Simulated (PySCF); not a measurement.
Isomers of C13H12, from PySCF 2.14.0, PBE0-D3(BJ)/def2-SVP geometry optimisation, gas phase. One conformer each, no zero-point energy, no frequencies.

**Question.** Which is lowest in electronic energy at this level?
A. `Cc1ccc2cccc3c2c1CC3`: A = 1392, B = 812.7, C = 518.0 MHz, dipole 1.19 D
B. `[cH:1]1[cH:2][cH:3][c:4]([CH2:5][c:6]2[cH:7][cH:8][cH:9][cH:10][cH:11]2)[cH:12][cH:13]1` with C3–C4–C5–C6 129°, C4–C5–C6–C7 -52° (diphenylmethane): A = 2096, B = 422.0, C = 413.0 MHz, dipole 0.11 D
C. `C#C[C@@]1(C)C[C@@]12C=CC=C2C#CC`: A = 1248, B = 598.3, C = 443.5 MHz, dipole 1.28 D

**Answer.** A. That is `Cc1ccc2cccc3c2c1CC3`, 16.0 kcal/mol below the next.

| SMILES | mapped SMILES | E (Eh) | relative (kcal/mol) | relative (kJ/mol) | dipole (D) |
| --- | --- | --- | --- | --- | --- |
| Cc1ccc2cccc3c2c1CC3 | [CH3:1][c:2]1[cH:3][cH:4][c:5]2[cH:6][cH:7][cH:8][c:9]3[c:10]2[c:11]1[CH2:12][CH2:13]3 | -501.71050 | 0.0 | 0.0 | 1.19 |
| c1ccc(Cc2ccccc2)cc1 | [cH:1]1[cH:2][cH:3][c:4]([CH2:5][c:6]2[cH:7][cH:8][cH:9][cH:10][cH:11]2)[cH:12][cH:13]1 | -501.68503 | 16.0 | 66.9 | 0.11 |
| C#C[C@@]1(C)C[C@@]12C=CC=C2C#CC | [CH:1]#[C:2][C@@:3]1([CH3:4])[CH2:5][C@@:6]12[CH:7]=[CH:8][CH:9]=[C:10]2[C:11]#[C:12][CH3:13] | -501.48663 | 140.5 | 587.8 | 1.28 |

As drawn, the lowest has an aromatic ring, which the highest lacks; the highest has a three-membered ring, a C≡C bond and a C=C bond outside aromatic rings, which the lowest lacks.
